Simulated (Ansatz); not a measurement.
Compare A (`N=[C]([AlH2])[SiH3]`) with its isomer B (`[SiH3][CH]1[NH][AlH]1`).

Isolated molecules relaxed with PBE0-D4/def2-TZVP in Ansatz; ΔE leaves out vibrations. CBS: MP2 limit from def2 TZ/QZ plus the TZ coupled-cluster correction, frozen cores. DFT in def2-TZVPP. B3LYP here is the variant with VWN-RPA as its local correlation; programs differ in this. One conformer a species, not always the lowest.

(1) Which is lower in electronic energy at CCSD(T)/CBS, and by how much? (Estimate.)

(2) Give E(B) − E(A) in kJ/mol with LDA (SPW92), HF/def2-TZVPP, PBE-D4, CCSD/def2-TZVPP, PBE0-D4, B3LYP-D4, B3LYP. (An estimate is asked.)

(3) Does the order hold for the free energy at 298.15 K (harmonic terms from PBE0-D4)? (Estimate.)

Largest T1 diagnostic: 0.014.

## Answers

(1) Ansatz gave: B, by 26.0 kJ/mol.

(2) Computed: LDA (SPW92) -59.7, HF/def2-TZVPP 7.8, PBE-D4 -30.4, CCSD/def2-TZVPP -18.9, PBE0-D4 -35.0, B3LYP-D4 -15.7, B3LYP -15.1. The order is the other way round with HF/def2-TZVPP.

(3) Ansatz gave: Yes: G(B) − G(A) = -11.4 kJ/mol, for one conformer each.

Leaving LDA and LC-ωPBE aside and taking each functional with its dispersion term where it has one, the values, not all of them listed here, spread over 30.1 kJ/mol, from r2SCAN0-D4 to BLYP-D4. LDA lies −29.7 kJ/mol from PBE without D4. From BLYP to BHLYP (50 % exact exchange), in def2-TZVPP and without D4, E(B) − E(A) moves by −9.4 kJ/mol.
